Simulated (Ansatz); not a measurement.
All numbers were calculated with Ansatz.

`[F][Hf]([F])([Cl])[Cl]` at its PBE0-D4/def2-TZVP geometry, where that method's forces vanish. Total charge 0; spin multiplicity 1. Hf: def2 effective core potential.

| atom | x (Å) | y (Å) | z (Å) |
| --- | --- | --- | --- |
| F1 | -1.240 | 1.071 | -1.035 |
| Hf2 | 0.019 | 0.066 | -0.056 |
| F3 | 1.743 | 0.703 | -0.476 |
| Cl4 | -0.375 | 0.340 | 2.225 |
| Cl5 | -0.146 | -2.180 | -0.658 |

Task: For each bond, give half the difference of the two atoms' forces along it (eV/Å; positive pushes the atoms apart) under PBE-D4, r2SCAN-D4, B3LYP-D4, ωB97M-V in def2-TZVPP. (Estimate.)

Result: The calculation gave: 
| bond | length (Å) | PBE-D4 | r2SCAN-D4 | B3LYP-D4 | ωB97M-V |
| --- | --- | --- | --- | --- | --- |
| F1–Hf2 | 1.886 | 0.25 | 0.04 | 0.15 | 0.03 |
| Hf2–F3 | 1.886 | 0.25 | 0.04 | 0.15 | 0.03 |
| Hf2–Cl4 | 2.331 | 0.05 | 0.07 | 0.14 | 0.09 |
| Hf2–Cl5 | 2.331 | 0.05 | 0.07 | 0.14 | 0.09 |

B3LYP here is the variant with VWN-RPA as its local correlation; programs differ in this.
